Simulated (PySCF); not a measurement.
# Electronic absorption of C5H12OSi

C5H12OSi.
Z-matrix (Å and degrees, PBE0-D3(BJ)/def2-SVP geometry), rows numbered from 1:
```
C 
O   1  1.3950
C   2  1.4028  1  114.41
C   3  1.5394  2  115.18  1    70.04
C   4  1.5294  3  108.44  2   158.78
C   5  1.5391  4  108.96  3   -51.49
Si  6  1.8968  5  103.15  4    38.17
H   1  1.0993  2  107.79  3   174.85
H   1  1.1087  2  111.73  3    55.78
H   1  1.1067  2  112.73  3   -65.83
H   3  1.1129  2  109.90  1   -52.57
H   4  1.1024  3  112.66  2   -77.63
H   4  1.1051  3  107.61  2    40.13
H   5  1.1048  4  109.03  3    67.97
H   5  1.1019  4  111.17  3  -175.44
H   6  1.0999  5  112.78  4   162.74
H   6  1.1030  5  110.10  4   -77.90
H   7  1.4932  3  112.53  2   -17.93
H   7  1.4962  3  112.29  2   105.12
```

Theory: TDDFT B3LYP/def2-SVPD, vertical, gas phase, core orbitals frozen in the response (PySCF 2.14.0, density-fitted response routines).

Question: List the vertical singlet excitations with oscillator strengths and describe the spectrum.

Answer: 

```tsv
state	λ (nm)	E (eV)	f	main configurations (H = HOMO, L = LUMO)
S1	190.8	6.50	0.0028	H→L (85%), H→L+1 (13%)
S2	189.6	6.54	0.0055	H→L+1 (84%), H→L (12%)
S3	176.4	7.03	0.0080	H-1→L (80%), H→L+2 (17%)
S4	174.4	7.11	0.011	H-1→L+1 (68%), H→L+3 (18%)
S5	173.5	7.14	0.0025	H→L+2 (73%), H-1→L (14%)
S6	171.6	7.22	0.046	H→L+3 (71%), H-1→L+1 (20%)
```

The lowest singlet comes at 191 nm (627 kJ/mol) in the vacuum ultraviolet; it is very weak; its leading configuration is HOMO→LUMO (85%). The most intense listed level is S6 at 7.22 eV (172 nm, f = 0.046), 0.73 eV above S1. It is the last of those listed, so stronger ones may follow. Löwdin shares by element: HOMO oxygen 49%, carbon 29% or more (atoms not listed hold the other 22%); LUMO carbon 28% or more, silicon 17% (atoms not listed hold the other 55%). Orbital energies (eV): HOMO-3 -8.87, HOMO-2 -8.37, HOMO-1 -7.64, HOMO -7.07, LUMO 0.25, LUMO+1 0.42, LUMO+2 0.89. Of the 6 states listed, 2 reach f = 0.01 and none stays under 0.0005. The oscillator strengths of these states sum to 0.076; summed over the whole spectrum of an exact calculation they would give the number of electrons, 64 (Thomas–Reiche–Kuhn). No computed singlet lies in the visible range (380 to 750 nm); the lowest, at 191 nm, stands 3.24 eV above its violet end (3.26 eV). Only the lowest 6 singlets were computed, as vertical energies without vibronic structure.

The run took 1.8 min (grids of density and orbitals included) on an Arm Neoverse N1 with one thread, on a shared host, and the process peaked at 1.1 GiB of memory.

One conformer stands for the species.
